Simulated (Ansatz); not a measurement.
C3H9Sb, SMILES `C[CH](C)[SbH2]`. The species carries charge 0 and has multiplicity 1. Sb takes the def2 core potential.

Cartesian coordinates in Å:
```
C 1.5383 -0.1698 -0.0280
C 0.0778 -0.2700 -0.4382
C -0.6185 1.0771 -0.3984
Sb -0.9126 -1.7796 0.7910
H 2.0708 0.5387 -0.6724
H 1.6380 0.1926 0.9999
H 2.0559 -1.1299 -0.0945
H 0.0182 -0.6813 -1.4517
H -0.6172 1.4914 0.6137
H -1.6571 1.0125 -0.7278
H -0.1034 1.7952 -1.0485
H -2.4897 -1.3302 0.3006
H -1.0006 -0.7467 2.1543
```

(1) What are the harmonic wavenumbers in cm⁻¹ at PBE0-D4/def2-TZVP (Ansatz, finite differences of forces, unscaled)? (An estimate is asked.)

(2) Is this a minimum?

(3) Give the ideal-gas thermochemistry at 298.15 K and 1 bar (rigid rotor, harmonic oscillator; point group C1, symmetry number 1).

(4) Rotational constants (cm⁻¹)?

Answers

(1) Ansatz gave: 104, 216, 232, 243, 266, 366, 479, 615, 638, 831, 906, 927, 980, 1023, 1134, 1181, 1231, 1336, 1395, 1412, 1475, 1482, 1493, 1496, 1945, 1952, 3021, 3028, 3048, 3090, 3094, 3114, 3128.

(2) Yes, all 33 modes are real.

(3) Zero-point energy 280.4 kJ/mol; H(298) − E = 300.7 kJ/mol; entropy 344.2 J/(mol·K), of which translation 172.7, rotation 112.3, vibration 59.2; G(298) − E = 198.1 kJ/mol.

(4) 0.2483, 0.07045, 0.05901.
